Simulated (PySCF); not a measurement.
ZnP: frontier orbitals

CAM-B3LYP at R = 2.436 Å; basis Zn def2-SVPD, P def2-SVPD; no relativity; PySCF 2.14. State: ⁴Σ⁻ (quartet), unpaired electrons σ ↑, π ↑↑. Only the outer orbitals are listed, counted within each symmetry.

```json
{"spin": "α", "orbital": "11σ", "occ.": "1", "ε (eV)": "-9.81", "on Zn (%)": "48", "main shells (%)": "49 P p, 47 Zn s"}
{"spin": "α", "orbital": "5π", "occ.": "1", "ε (eV)": "-8.40", "on Zn (%)": "4", "main shells (%)": "95 P p"}
{"spin": "α", "orbital": "5π", "occ.": "1", "ε (eV)": "-8.40", "on Zn (%)": "4", "main shells (%)": "95 P p"}
{"spin": "α", "orbital": "12σ", "occ.": "1", "ε (eV)": "-6.46", "on Zn (%)": "65", "main shells (%)": "41 Zn s, 32 P p, 24 Zn p"}
{"spin": "α", "orbital": "6π", "occ.": "0", "ε (eV)": "0.22", "on Zn (%)": "94", "main shells (%)": "94 Zn p"}
{"spin": "α", "orbital": "6π", "occ.": "0", "ε (eV)": "0.22", "on Zn (%)": "94", "main shells (%)": "94 Zn p"}
{"spin": "α", "orbital": "13σ", "occ.": "0", "ε (eV)": "1.69", "on Zn (%)": "95", "main shells (%)": "88 Zn p"}
{"spin": "β", "orbital": "11σ", "occ.": "1", "ε (eV)": "-8.40", "on Zn (%)": "60", "main shells (%)": "57 Zn s, 35 P p"}
{"spin": "β", "orbital": "5π", "occ.": "0", "ε (eV)": "-1.87", "on Zn (%)": "26", "main shells (%)": "74 P p, 25 Zn p"}
{"spin": "β", "orbital": "5π", "occ.": "0", "ε (eV)": "-1.87", "on Zn (%)": "26", "main shells (%)": "74 P p, 25 Zn p"}
{"spin": "β", "orbital": "12σ", "occ.": "0", "ε (eV)": "-1.71", "on Zn (%)": "60", "main shells (%)": "32 P p, 31 Zn s, 29 Zn p"}
```

Which are the highest filled and the lowest empty level, where do they sit, and how wide is the gap?

Highest filled α 12σ at -6.46 eV (in %: 41 Zn s, 32 P p, 24 Zn p); lowest empty β 5π at -1.87 eV (in %: 74 P p, 25 Zn p); the gap at CAM-B3LYP is 4.59 eV.

| Property | Result |
| --- | --- |
| bond order (Mayer) | 0.91 |
| ⟨S²⟩ | 3.763 |
| charge on Zn (Mulliken, basis-dependent) | 0.14 |
| charge on Zn (Löwdin, basis-dependent) | 0.16 |
| dipole moment (positive dipole means Zn(−)P(+)) | -0.78 D |
| polarisability along the bond | 100.7 bohr³ |
| polarisability across the bond | 51.2 bohr³ |

The state is the lowest determinant that a PBE0 search found; another state may lie lower at other levels.
